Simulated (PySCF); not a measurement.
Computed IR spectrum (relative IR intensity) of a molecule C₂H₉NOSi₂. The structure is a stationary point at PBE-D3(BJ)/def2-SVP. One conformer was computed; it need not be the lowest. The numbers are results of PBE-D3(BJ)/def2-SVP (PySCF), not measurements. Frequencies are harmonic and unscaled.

Lines under 2 % of the strongest are left out, and lines within 2 cm⁻¹ are merged.

```csv
ν (cm⁻¹),relative intensity
321,13
355,38
442,15
513,2.4
590,4.1
640,7.8
680,4.7
684,14
714,17
746,7.8
809,8.4
842,3.3
849,12
862,54
893,7.9
910,100
925,14
979,31
1208,5.6
1671,31
2022,57
2129,36
2183,48
2187,19
2844,28
3671,31
```

Task: Identify the compound among the candidates.
A. C[SiH2]/N=C\[SiH2]O
B. N[SiH2][C@H]1CO[SiH2]1
C. O[SiH2]C/N=C/[SiH3]
D. N[Si@H]1C[Si@@H](O)C1

Result: A, C[SiH2]/N=C\[SiH2]O
